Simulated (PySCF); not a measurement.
**Zinc: a sound run and one with changed settings**

Sound run: Zn⁺ [Ar] 3d10 4s1, Zn²⁺ [Ar] 3d10. Calculation: PySCF 2.14, in pcseg-2 (6s4p3d2f1g, 56 functions); no relativity, point nucleus. The sound run starts from symmetry-adapted Hartree-Fock orbitals and uses a fine grid where one is needed.

Changed run: 6 angular points. This setting is unsound on purpose.

```csv
species,method,sound run (hartree),changed run (hartree),converged
Zn⁺,UHF,-1777.53461,-1777.53461,yes
Zn⁺,r2SCAN,-1779.06857,-1791.24336,yes
Zn⁺,B3LYP,-1779.14808,-1784.99838,yes
Zn²⁺,UHF,-1776.92544,-1776.92544,yes
Zn²⁺,r2SCAN,-1778.40033,-1790.42720,yes
Zn²⁺,B3LYP,-1778.47324,-1784.23493,yes
```

Ionisation energy of Zn⁺:

```json
{"method": "UHF", "sound run (eV)": "16.576", "changed run (eV)": "16.576"}
{"method": "B3LYP", "sound run (eV)": "18.363", "changed run (eV)": "20.775"}
```

A coarse angular grid integrates products of high-l functions wrongly, so density functionals can shift, and the SCF can exploit the error; Hartree-Fock and MP2 need no grid.

For comparison, NIST gives 17.964 eV between the lowest levels.
